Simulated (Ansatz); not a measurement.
Geometry optimisation of the cluster Cs₂F₃.

```yaml
crystal:
  periodic: [false, false, false]
  atoms:
    - {symbol: Cs, position_ang: [-1.739119, 0.360491, 1.083514]}
    - {symbol: Cs, position_ang: [1.596364, -1.001815, -0.882053]}
    - {symbol: F, position_ang: [-0.263577, 1.096233, -1.206982]}
    - {symbol: F, position_ang: [0.813858, 1.370626, 0.431855]}
    - {symbol: F, position_ang: [-0.407536, -1.825546, 0.573656]}
basis:
  gaussian: {orbitals: def2-SVP}
magnetization: {spin_polarized: true, initial_magnetization: 3}
hamiltonian: {xc: r2scan, dispersion: d4}
scf: {omitted_lower_state_checks: [starts]}
output: {orbitals: {seedname: orbitals}}
relax: {f_tol: 0.02, max_steps: 100}
```

```sh
$ ansatz run in.yaml --threads 4 --pin off --events-out ev --progress --plain --max-ram 3916MiB
```

Shortened log:

```
Functional definition: r2SCAN
mean field -9234.72597854 eV, -339.3699201892 hartree, gradient 6.9e-8 eV, S^2 3.757569; 0 other end points of the search recorded, 0 dependent functions left out
relax step   1: F+E_penalty+E_count = -9234.74293483 eV  Δ(F+E_penalty+E_count) = +0.000e0 eV  max|allowed force component| = 8.812e-1 eV/Å  Δτ_max = 0.0000 Å  (335 SCF iters, accepted)
mean field -9235.06721404 eV, -339.3824603625 hartree, gradient 1.7e-6 eV, S^2 3.758128; 0 other end points of the search recorded, 0 dependent functions left out
relax step   2: F+E_penalty+E_count = -9235.08386278 eV  Δ(F+E_penalty+E_count) = -3.409e-1 eV  max|allowed force component| = 3.555e-1 eV/Å  Δτ_max = 0.1900 Å  (118 SCF iters, accepted)
mean field -9235.15517157 eV, -339.3856927422 hartree, gradient 1.5e-6 eV, S^2 3.757950; 0 other end points of the search recorded, 0 dependent functions left out
relax step   3: F+E_penalty+E_count = -9235.17194388 eV  Δ(F+E_penalty+E_count) = -8.808e-2 eV  max|allowed force component| = 1.189e-1 eV/Å  Δτ_max = 0.1932 Å  (79 SCF iters, accepted)
mean field -9235.18827982 eV, -339.3869094480 hartree, gradient 8.3e-6 eV, S^2 3.757950; 0 other end points of the search recorded, 0 dependent functions left out
relax step   4: F+E_penalty+E_count = -9235.20527294 eV  Δ(F+E_penalty+E_count) = -3.333e-2 eV  max|allowed force component| = 9.517e-2 eV/Å  Δτ_max = 0.1151 Å  (72 SCF iters, accepted)
mean field -9235.24551940 eV, -339.3890129636 hartree, gradient 4.5e-6 eV, S^2 3.757982; 0 other end points of the search recorded, 0 dependent functions left out
relax step   5: F+E_penalty+E_count = -9235.26275170 eV  Δ(F+E_penalty+E_count) = -5.748e-2 eV  max|allowed force component| = 2.352e-1 eV/Å  Δτ_max = 0.1953 Å  (97 SCF iters, accepted)
mean field -9235.44238811 eV, -339.3962477552 hartree, gradient 1.7e-5 eV, S^2 3.758005; 0 other end points of the search recorded, 0 dependent functions left out
relax step   6: F+E_penalty+E_count = -9235.45970828 eV  Δ(F+E_penalty+E_count) = -1.970e-1 eV  max|allowed force component| = 7.675e-1 eV/Å  Δτ_max = 0.1943 Å  (76 SCF iters, accepted)
mean field -9235.72526165 eV, -339.4066431661 hartree, gradient 1.1e-5 eV, S^2 3.758090; 0 other end points of the search recorded, 0 dependent functions left out
relax step   7: F+E_penalty+E_count = -9235.74258631 eV  Δ(F+E_penalty+E_count) = -2.829e-1 eV  max|allowed force component| = 4.300e-1 eV/Å  Δτ_max = 0.1948 Å  (51 SCF iters, accepted)
mean field -9235.70673859 eV, -339.4059624565 hartree, gradient 1.2e-5 eV, S^2 3.757843; 0 other end points of the search recorded, 0 dependent functions left out
relax step   8: F+E_penalty+E_count = -9235.72396616 eV  Δ(F+E_penalty+E_count) = +1.862e-2 eV  max|allowed force component| = 1.396e0 eV/Å  Δτ_max = 0.1948 Å  (46 SCF iters, rejected (line search))
mean field -9235.80079764 eV, -339.4094190627 hartree, gradient 3.1e-5 eV, S^2 3.758045; 0 other end points of the search recorded, 0 dependent functions left out
relax step   9: F+E_penalty+E_count = -9235.81808148 eV  Δ(F+E_penalty+E_count) = -7.550e-2 eV  max|allowed force component| = 1.961e-1 eV/Å  Δτ_max = 0.0948 Å  (41 SCF iters, accepted)
mean field -9235.83386073 eV, -339.4106341087 hartree, gradient 2.7e-5 eV, S^2 3.758035; 0 other end points of the search recorded, 0 dependent functions left out
relax step  10: F+E_penalty+E_count = -9235.85111238 eV  Δ(F+E_penalty+E_count) = -3.303e-2 eV  max|allowed force component| = 7.510e-2 eV/Å  Δτ_max = 0.0960 Å  (46 SCF iters, accepted)
mean field -9235.86681631 eV, -339.4118452041 hartree, gradient 2.0e-5 eV, S^2 3.758117; 0 other end points of the search recorded, 0 dependent functions left out
relax step  11: F+E_penalty+E_count = -9235.88404363 eV  Δ(F+E_penalty+E_count) = -3.293e-2 eV  max|allowed force component| = 7.736e-2 eV/Å  Δτ_max = 0.1472 Å  (41 SCF iters, accepted)
mean field -9235.89514245 eV, -339.4128861703 hartree, gradient 4.2e-5 eV, S^2 3.758173; 0 other end points of the search recorded, 0 dependent functions left out
relax step  12: F+E_penalty+E_count = -9235.91233609 eV  Δ(F+E_penalty+E_count) = -2.829e-2 eV  max|allowed force component| = 5.621e-2 eV/Å  Δτ_max = 0.1959 Å  (40 SCF iters, accepted)
mean field -9235.90960818 eV, -339.4134177762 hartree, gradient 4.3e-5 eV, S^2 3.758270; 0 other end points of the search recorded, 0 dependent functions left out
relax step  13: F+E_penalty+E_count = -9235.92675457 eV  Δ(F+E_penalty+E_count) = -1.442e-2 eV  max|allowed force component| = 2.377e-2 eV/Å  Δτ_max = 0.1928 Å  (40 SCF iters, accepted)
mean field -9235.91035602 eV, -339.4134452587 hartree, gradient 1.7e-5 eV, S^2 3.758295; 0 other end points of the search recorded, 0 dependent functions left out
relax step  14: F+E_penalty+E_count = -9235.92749069 eV  Δ(F+E_penalty+E_count) = -7.361e-4 eV  max|allowed force component| = 2.345e-2 eV/Å  Δτ_max = 0.0772 Å  (39 SCF iters, accepted)
mean field -9235.91054966 eV, -339.4134523751 hartree, gradient 5.7e-5 eV, S^2 3.758283; 0 other end points of the search recorded, 0 dependent functions left out
relax step  15: F+E_penalty+E_count = -9235.92769124 eV  Δ(F+E_penalty+E_count) = -2.005e-4 eV  max|allowed force component| = 1.720e-2 eV/Å  Δτ_max = 0.0213 Å  (36 SCF iters, accepted)
mean field -9235.91054966 eV, -339.4134523751 hartree, gradient 1.1e-5 eV, S^2 3.758283; 0 other end points of the search recorded, 0 dependent functions left out
Total energy: -9235.92781883 eV, -339.4140870053 hartree
Atom 0 at    -1.601529     0.530603     1.728691 Å, force     0.004516     0.001680    -0.007373 eV/Å
Atom 1 at     2.145200    -1.000770    -0.480281 Å, force    -0.005265     0.006227    -0.001182 eV/Å
Atom 2 at    -0.482819     0.414844    -1.105920 Å, force     0.006762    -0.008929     0.017200 eV/Å
Atom 3 at     0.650397     1.389206     0.140081 Å, force    -0.002561    -0.002007    -0.002675 eV/Å
Atom 4 at    -0.711259    -1.333894    -0.282581 Å, force    -0.003453     0.003029    -0.005970 eV/Å
Dipole moment:    -0.142722     0.122013    -0.327764 e Å
Checks for a lower state left out: starts
```

It took 3.2 min on 4 threads of Arm Neoverse V1 on a shared host.

In the def2 sets Cs takes a core potential; there is no spin–orbit coupling. In the quartet, F3 and F4 lie 1.95 Å apart, F3 and F5 lie 1.95 Å apart (atoms count from 1), so these atoms are partly bonded to each other. At r2SCAN-D4/def2-SVP a doublet of charge 0 lies 4.82 eV below the quartet, each at its own geometry. The structure comes from a short search, and lower isomers may exist.
